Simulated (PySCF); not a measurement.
All values below come from PBE0-D3(BJ)/def2-TZVP (PySCF). Isolated molecules, 0 K electronic values unless said otherwise. One relaxed conformer stands for a flexible species; it need not be the lowest. Excitations are Tamm–Dancoff values on a coarser integration grid. The basis has no diffuse functions, so Rydberg states are missing or too high.

Reference species (SMILES): `C=[SiH2]` (neutral, multiplicity 1).

```json
{
 "HOMO–LUMO gap": "5.39 eV",
 "S1 excitation (TDA)": "5.60 eV"
}
```

Changed species: `C=[SiH][AlH2]` (X = AlH2; the reference has X = H).

Task: Give the shifts of the HOMO–LUMO gap and S1 excitation (TDA).

Result: the HOMO–LUMO gap drops by 1.29 eV, to 4.10 eV; the S1 excitation (TDA) decreases by 1.65 eV, to 3.95 eV.
